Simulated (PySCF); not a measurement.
# Correlation energy of Au (gold, neutral)

[Xe] 4f14 5d9 6s2, 2D determinant (an excited configuration). Calculation: PySCF 2.14, in x2c-TZVPPall with one added diffuse shell each of s, p, d, f type (12s8p8d4f1g, 113 functions); scalar relativity by spin-free X2C-1e. Frozen: [Kr] 4d10 4f14; 19 electrons correlated.

MP2 pair energies summed by pair of shells (mhartree):

```tsv
pair	energy	share (%)
5d-5d	-244.94	41.4
5p-5d	-141.51	23.9
5d-6s	-92.80	15.7
5p-5p	-38.07	6.4
5s-5d	-21.97	3.7
6s-6s	-18.97	3.2
5s-5p	-17.29	2.9
5p-6s	-13.02	2.2
5s-5s	-2.86	0.5
5s-6s	-0.81	0.1
```

Total MP2 correlation energy: -592.25 mhartree.

Same-spin part -194.96 and opposite-spin part -397.29 mhartree; SCS-MP2 scales them by 1/3 and 6/5 to -541.74 mhartree.

This basis was not built for core-valence correlation, so the inner-shell part is incomplete.
